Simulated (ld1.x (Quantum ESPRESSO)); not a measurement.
**Before and after: RRKJ potential for cobalt (Co)**

ld1.x (Quantum ESPRESSO) 7.5 input, shortened:

```
&input
   title='Co', zed=27., rel=1, dft='PZ', iswitch=3,
   config='[Ar] 3d7 4s2 4p0'
 /
 &inputp
   pseudotype=2, tm=.false., lloc=0,
   nlcc=.true., rcore=0.75
 /
3
4P  2  1   0.00   0.00  2.95  2.95  0.0
3D  3  2   7.00   0.00  0.90  0.90  0.0
4S  1  0   2.00   0.00  2.20  2.20  0.0
 &test
   configts(1)='3d7 4s2 4p0'
 /
```

Change: wave 4s (bound): rc 2.20 bohr becomes 4s (bound): rc 3.14 bohr.

Cutoffs: the cutoffs (Ry, on a coarse ladder) from which the occupation-weighted sum of valence levels, in a spherical-Bessel basis at the reference potential, stays within 10 and 1 mRy of its value at 400 Ry; they do not see the model core or the augmentation charge, which bear on the density cutoff. Errors are all-electron minus pseudo energies relative to the spin-unpolarised reference configuration.

Problem. Predict the effect on cutoff, ghosts and configuration errors.

Solution. The potential gets neither clearly harder nor softer (200 Ry and 230 Ry → 200 Ry and 230 Ry); the d channel sets the loose cutoff, while the largest relative change is in s, which becomes softer; of the 9 tests that both files solve, the error grows in 4 and shrinks in 4 by more than 15 % and 0.3 meV (median size 110.4 → 129.2 meV); neither file shows a bound ghost.

```csv
quantity,base,changed
"cutoff, loose",200 Ry,200 Ry
"cutoff, tight",230 Ry,230 Ry
loose cutoff by channel (10 mRy a level),"d 180 Ry, s 8 Ry","d 180 Ry, s 6 Ry"
bound ghosts,none,none
"error for 3d7 4s1 4p0, meV [ΔE 9.30 eV]",-8.5,-7.0
"error for 3d7 4s0 4p0, meV [ΔE 26.38 eV]",-54,-106
"error for 3d6 4s0 4p0, meV [ΔE 62.57 eV]",-468,-955
"error for 3d8 4s1 4p0, meV [ΔE -1.24 eV]",-275,-195
"error for 3d7 4s1.5 4p0, meV [ΔE 3.72 eV]",-1.8,-0.6
"error for 3d7 4s0 4p1, meV [ΔE 14.75 eV]",-23,-73
"error for 3d6 4s2 4p1, meV [ΔE 9.77 eV]",-503,-380
"error for 3d7 4s2 4p0 (spin-polarised), meV [ΔE -1.98 eV]",+128,+129
"error for 3d7 4s1 4p0 (spin-polarised), meV [ΔE 6.72 eV]",+110,+137
```
